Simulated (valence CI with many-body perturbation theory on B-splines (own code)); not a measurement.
**Xe³²⁺: magnetic and hyperfine properties of the levels**

Computed by configuration interaction combined with many-body perturbation theory (CI+MBPT): four valence electrons over a frozen Dirac-Fock core [Ar], a basis of 7 s, 7 p, 8 d, 6 f, 4 g, 1 h functions for each j, with the one-electron correlation potential Σ1, the two-electron term Σ2, the three-electron term Σ3, Breit, model QED; selected CI, second order for the rest, scaled by the run's own slope (own B-spline code, finite nucleus).

The last digits are not significant, and no measured levels were compared; by estimate large intervals hold to a few tenths of a per cent, small ones and those within an open d or f shell to about a per cent. Only levels of the ground parity were solved; by the run's estimate the other parity begins above the list, which can be wrong where configurations are misplaced.

A/g_I is the dipole constant over the nuclear g factor μ/I (μ in nuclear magnetons, uniformly magnetised nucleus), B/Q the quadrupole constant per barn. Both hold the static response of the core; the bare values leave it out. Large factors of s and p1/2 electrons are usually good to 5 to 10 %; those of open d and f shells near neutrality can be off by tens of per cent, and small factors of p3/2, d and f electrons come from cancelling terms and can be off by a factor of two or in sign, in half-filled shells by more. B is blank for J = 1/2, where it vanishes, and for nearly pure S terms. Energies count from the lowest level. Levels with J = 0 are left out.

Levels are named by their leading jj configuration (3d3/2^4 stands for four electrons in 3d with j = 3/2), which in mixed levels can hold well under half, so a name can repeat and another be missing. Letters in brackets count levels of one name in rising energy.

```
                    Level  E (eV)      g  A/g_I (MHz)  A/g_I bare  B/Q (MHz/b)  B/Q bare
      (3d3/2^3 3d5/2) J=1   9.981  1.495         -951        -306         7140      7270
      (3d3/2^3 3d5/2) J=2  15.842  1.397         7880        8380         8350      8500
      (3d3/2^3 3d5/2) J=4  18.129  1.170        17800       18000        -4230     -4340
      (3d3/2^3 3d5/2) J=3  18.822  1.325        13100       13500         1500      1520
(3d3/2^2 3d5/2^2) J=4 [a]  28.072  1.131        15700       15900        -4860     -4970
(3d3/2^2 3d5/2^2) J=2 [a]  30.439  0.973        13900       13900        11800     12100
(3d3/2^2 3d5/2^2) J=3 [a]  30.468  0.999        16800       16800         3820      3890
    (3d3/2^2 3d5/2^2) J=5  32.814  1.076        17600       17800        16100     16400
    (3d3/2^2 3d5/2^2) J=1  33.943  1.260        16600       16900         1.30     -11.9
    (3d3/2^2 3d5/2^2) J=6  34.735  1.095        18400       18500        18000     18400
(3d3/2^2 3d5/2^2) J=4 [b]  37.449  1.028        20100       20100        -7790     -7930
(3d3/2^2 3d5/2^2) J=2 [b]  38.335  1.158        16100       16300         3630      3700
(3d3/2^2 3d5/2^2) J=3 [b]  38.682  1.156        18300       18500         6840      6970
  (3d3/2 3d5/2^3) J=4 [a]  43.208  1.183        13200       13500         3280      3350
(3d3/2^2 3d5/2^2) J=2 [c]  45.322  1.058        23200       23300         1130      1150
  (3d3/2 3d5/2^3) J=3 [a]  46.573  1.097        12600       12800          426       440
      (3d3/2 3d5/2^3) J=5  49.344  1.147        15200       15400       -10400    -10600
  (3d3/2 3d5/2^3) J=1 [a]  49.914  0.769        21500       21300         7620      7760
      (3d3/2 3d5/2^3) J=6  50.452  1.061        17600       17700        22100     22500
(3d3/2^2 3d5/2^2) J=4 [c]  51.802  1.120        14500       14700        17800     18100
(3d3/2^2 3d5/2^2) J=2 [d]  53.991  1.339        12700       13200        -3040     -3080
  (3d3/2 3d5/2^3) J=3 [b]  56.903  1.081        16700       16800        11500     11700
  (3d3/2 3d5/2^3) J=2 [a]  56.959  1.007        19700       19800        14200     14500
  (3d3/2 3d5/2^3) J=3 [c]  65.570  1.061        18800       18900        24300     24800
            (3d5/2^4) J=4  65.674  1.062        16100       16200         5670      5780
  (3d3/2 3d5/2^3) J=1 [b]  66.145  1.458         3550        4140       -10100    -10300
            (3d5/2^4) J=2  67.450  1.028        18600       18700        -37.9     -41.0
  (3d3/2 3d5/2^3) J=4 [b]  69.116  1.120        16100       16300        -4360     -4430
  (3d3/2 3d5/2^3) J=2 [b]  79.987  1.000        16200       16300       -14000    -14300
```

Question: Take the isotope of mass number 131, with I = 3/2, μ = 0.69185 μN and Q = -0.114 b. What is the hyperfine structure of (3d3/2^3 3d5/2) J=3?

Answer: From the table A = 6060 MHz, B = -171 MHz. Shifts from the centre of gravity in MHz: F = 3/2: -36500, F = 5/2: -21200, F = 7/2: 85.5, F = 9/2: 27200.
